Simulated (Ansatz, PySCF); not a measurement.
Energy difference R1 + R2 → P1, each structure at its B3LYP-D3(BJ)/def2-TZVP stationary point, reached from a drawn start (curvature not checked).
R1: OSi (SMILES [O+]#[Si-]), charge 0, multiplicity 1.
P1, Cl2OSi (SMILES O=[Si](Cl)Cl) (charge 0, multiplicity 1):
```xyz
4

Si     0.2107     0.0000     0.0000
O      1.7206     0.0000     0.0000
Cl    -0.9657     1.6384     0.0000
Cl    -0.9657    -1.6384     0.0000
```
R2, Cl2 (SMILES ClCl) (charge 0, multiplicity 1):
```csv
atom,x (Å),y (Å),z (Å)
Cl,0.0000,0.0000,1.0068
Cl,0.0000,0.0000,-1.0068
```

P less R. No zero-point or thermal terms.

Correlated levels freeze the cores.

Programs: Ansatz (a quantum-chemistry and plane-wave program) with Gaussian orbitals; PySCF for the D3/D4 terms. No computed number here is a measurement.

```
level                    reaction energy (kcal/mol)
-----------------------  --------------------------
HF/cc-pV(D+d)Z                               -88.28
HF/cc-pV(Q+d)Z                               -89.53
PBE-D3(BJ)/def2-TZVPP                        -87.58
B3LYP-D4/def2-TZVPP                          -86.50
CAM-B3LYP/def2-TZVPP                         -86.46
CAM-B3LYP-D4/def2-TZVPP                      -88.24
wB97M-V/def2-TZVPP                           -87.12
MP2/cc-pV(D+d)Z                          (withheld)
MP2/cc-pV(Q+d)Z                          (withheld)
```

Complete the blanks.


- MP2/cc-pV(D+d)Z, reaction energy (kcal/mol): -89.12
- MP2/cc-pV(Q+d)Z, reaction energy (kcal/mol): -93.98
